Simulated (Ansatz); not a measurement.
Hg5H18Se5 was relaxed with r2SCAN-D4 (def2-SVP) in Ansatz in these states: charge +1 doublet, neutral singlet. The geometries follow in no particular order.

In the def2 sets Hg takes a core potential; there is no spin–orbit coupling. Single mean-field runs in def2-SVP are fitted with def2-universal-jkfit.

A:

```xyz
28

Se    0.109    2.479    2.419
Hg   -3.360    1.713   -0.415
Se    0.330    0.841   -0.445
Hg   -1.003    4.108   -1.501
Se   -0.877   -0.222   -3.298
Hg    1.157    0.959    5.600
Se    0.269   -1.645    3.048
Hg    2.093   -0.867    0.387
Se    0.597   -3.406   -1.081
Hg    0.094   -3.493   -4.829
H     1.533    2.824    2.295
H    -0.291    3.635    1.588
H    -3.737    0.431   -1.388
H    -2.956    2.979    0.582
H    -0.798    0.059    0.088
H    -1.795    3.203   -2.652
H    -0.202    5.003   -0.368
H    -1.471    1.133   -3.342
H     0.363    0.251   -3.932
H     0.431    1.269    7.039
H     1.896    0.643    4.132
H    -0.202   -3.007    2.735
H     1.514   -2.164    3.632
H     3.435   -1.673    0.836
H     0.757   -4.258    0.112
H     1.907   -3.826   -1.601
H     1.082   -2.462   -3.964
H    -0.877   -4.506   -5.679
```

B:

| atom | x (Å) | y (Å) | z (Å) |
| --- | --- | --- | --- |
| Se1 | -2.385 | 3.028 | 0.066 |
| Hg2 | -3.930 | 0.250 | 1.705 |
| Se3 | -1.041 | -0.380 | -0.114 |
| Hg4 | -2.921 | -3.152 | 0.773 |
| Se5 | 0.605 | -3.551 | 0.916 |
| Hg6 | -0.447 | 6.010 | -0.557 |
| Se7 | 1.203 | 3.020 | -1.229 |
| Hg8 | 0.356 | -0.132 | -2.194 |
| Se9 | 3.167 | -1.262 | -0.627 |
| Hg10 | 4.169 | -4.307 | 0.693 |
| H11 | -2.720 | 2.622 | -1.307 |
| H12 | -3.189 | 4.259 | -0.073 |
| H13 | -3.173 | 0.807 | 3.069 |
| H14 | -4.739 | -0.309 | 0.364 |
| H15 | 0.039 | 0.028 | 0.800 |
| H16 | -3.037 | -2.623 | 2.343 |
| H17 | -2.858 | -3.717 | -0.786 |
| H18 | 1.016 | -4.946 | 1.172 |
| H19 | 0.315 | -3.855 | -0.493 |
| H20 | 0.119 | 5.967 | 1.001 |
| H21 | -1.025 | 6.120 | -2.106 |
| H22 | 1.198 | 2.806 | 0.225 |
| H23 | 2.678 | 3.026 | -1.267 |
| H24 | 1.107 | -0.050 | -3.644 |
| H25 | 2.983 | -0.810 | 0.759 |
| H26 | 4.136 | -0.183 | -0.895 |
| H27 | 3.949 | -5.086 | -0.752 |
| H28 | 4.425 | -3.579 | 2.160 |

Question: Judge from the bond lengths which geometry belongs to which state (an estimate).

Answer: A is the charge +1 doublet (Se3–Hg8 2.592 Å, Hg10–H28 1.640 Å, Hg6–H21 1.674 Å); B is the neutral singlet (Se3–Hg8 2.517 Å, Hg10–H28 1.658 Å, Hg6–H21 1.657 Å).
